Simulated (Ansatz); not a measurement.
Frontier orbitals of `[OH][Sn]([F])([F])[Br]`.

Cartesian coordinates in Å:
```
O -1.057 0.950 -0.724
Sn 0.260 -0.041 0.270
F 0.622 0.990 1.807
F 1.882 -0.103 -0.708
Br -0.361 -2.303 0.882
H -1.347 0.507 -1.527
```

The species carries charge 0 and has multiplicity 1. Correlated methods include outer-core shells of Br, Sn, which these sets cover unevenly. Scalar relativity is left out up to krypton. Sn takes the def2 core potential. All single points use the PBE0-D4/def2-TZVP geometry. It is one conformer, not always the lowest. Basis def2-TZVPP, Ansatz 0.2.0.

```csv
functional,HOMO (eV),LUMO (eV),gap (eV)
PBE,-8.10,-3.89,4.21
revPBE,-8.03,-3.75,4.28
PBE0,-9.53,-2.97,6.56
B3LYP,-9.25,-3.31,5.94
r2SCAN0,-9.78,-2.85,6.93
LC-ωPBE,-12.31,-0.66,11.65
ωB97X-V,-11.92,-0.79,11.13
ωB97M-V,-11.78,-0.91,10.87
HF,-12.66,0.82,13.48
```

From PBE to PBE0 the HOMO moves by −1.43 eV and the LUMO by +0.92 eV, and with ωB97M-V by −3.68 and +2.98 eV, so the gap grows from 4.21 to 10.87 eV with exact exchange.

B3LYP here is the variant with VWN-RPA as its local correlation; programs differ in this. LC-ωPBE has ω = 0.4 bohr⁻¹.
